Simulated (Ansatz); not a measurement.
Cost and result up the ladder for Ag2F (3 atoms). Charge 0, multiplicity 2. Geometry: PBE-D4/def2-TZVP.

Cartesian coordinates in Å:
```
Ag -0.6212 -0.0341 0.3477
Ag 1.5477 -1.5607 0.4278
F -0.9265 1.5948 -0.7755
```

Ansatz on 4 threads of Arm Neoverse V1 on a shared host. Times are rough, and most runs start from the orbitals of an earlier one. CAM-B3LYP-D4/def2-TZVP serves as the yardstick here, not as an exact answer. Binding counts from free atoms at the same level (Ag doublet, F doublet; other spins of the atoms weren't run), without zero-point energy or a counterpoise term.

In the def2 sets Ag takes a core potential; there is no spin–orbit coupling. Correlated methods freeze 1 core orbital; core or outer-core shells of Ag are correlated, in sets that lack core-valence functions. No other spin state of charge 0 was run. Another isomer (doublet) lies 0.28 eV lower at PBE0-D4/def2-TZVP; other spin states weren't run for this one.

Correlated methods converge slowly with the basis.

| level | functions | wall time | binding energy per atom (eV) | difference from CAM-B3LYP-D4/def2-TZVP (eV) |
| --- | --- | --- | --- | --- |
| PBE-D4/def2-TZVP (with forces) | 111 | 1.5 s | 1.49 | 0.15 |
| PBE0-D4/def2-TZVP | 111 | 1.9 s | 1.30 | -0.05 |
| CAM-B3LYP-D4/def2-TZVP | 111 | 2.2 s | 1.34 | 0.00 |
| r2SCAN-D4/def2-TZVP | 111 | 3.5 s | 1.44 | 0.10 |
| r2SCANh-D4/def2-TZVP | 111 | 3.6 s | 1.36 | 0.02 |
| CCSD(T)/def2-TZVP | 111 | 35 s | 1.30 | -0.05 |
